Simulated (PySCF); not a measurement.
Species: H7NOSi2.
Bonds: O1–Si2, Si2–N3, N3–Si4. Hydrogens: H5 on O1; H6, H7 on Si2; H8 on N3; H9, H10, H11 on Si4.

Computed with PySCF 2.14.0, PBE0-D3(BJ)/def2-SVP geometry optimisation, gas phase.

(1) What internal coordinates does the optimisation give?

Answers

(1) 
| bond | length (Å) | order |
| --- | --- | --- |
| O1–Si2 | 1.665 | single |
| Si2–N3 | 1.735 | single |
| N3–Si4 | 1.741 | single |
| O1–H5 | 0.962 | single |
| Si2–H6, Si2–H7 | 1.489 | single |
| N3–H8 | 1.018 | single |
| Si4–H9, Si4–H10, Si4–H11 | 1.495 | single |

Bonds in one row agree within 0.01 Å and their mean is given. Orders are formal, as drawn. A selection of angles:
| angle | degrees |
| --- | --- |
| Si2–O1–H5 | 116.3 |
| O1–Si2–N3 | 113.9 |
| O1–Si2–H6 | 111.5 |
| O1–Si2–H7 | 103.3 |
| N3–Si2–H6 | 105.4 |
| N3–Si2–H7 | 110.6 |
| H6–Si2–H7 | 112.3 |
| Si2–N3–Si4 | 129.4 |
| Si2–N3–H8 | 115.1 |
| Si4–N3–H8 | 115.4 |
| N3–Si4–H9 | 107.3 |
| N3–Si4–H10 | 112.2 |
| H9–Si4–H10 | 109.3 |
| H10–Si4–H11 | 107.2 |

Torsions: O1–Si2–N3–Si4 -109° (anticlinal); H5–O1–Si2–N3 62° (synclinal). The mirror-image conformer, all signs reversed, is as good.

Si4 (SiH3 silicon) is tetrahedral (angles from 107.2° to 112.2°). N3 (nitrogen bridging silicon atoms) is planar (angles 129.4°, 115.4° and 115.1°, sum 360.0°, 0.01 Å off the plane of its three neighbours). O1 (silanol oxygen) is bent (angle 116.3°). Si2 (oxygen-bound silicon) is distorted tetrahedral (angles from 103.3° to 113.9°).

Point group: C1 (no symmetry element, even within 0.4 Å). PBE0-D3(BJ)/def2-SVP frequencies: not computed here. One conformer, not necessarily the lowest (H–O1–Si2–N3 62°, O1–Si2–N3–Si4 -109°).
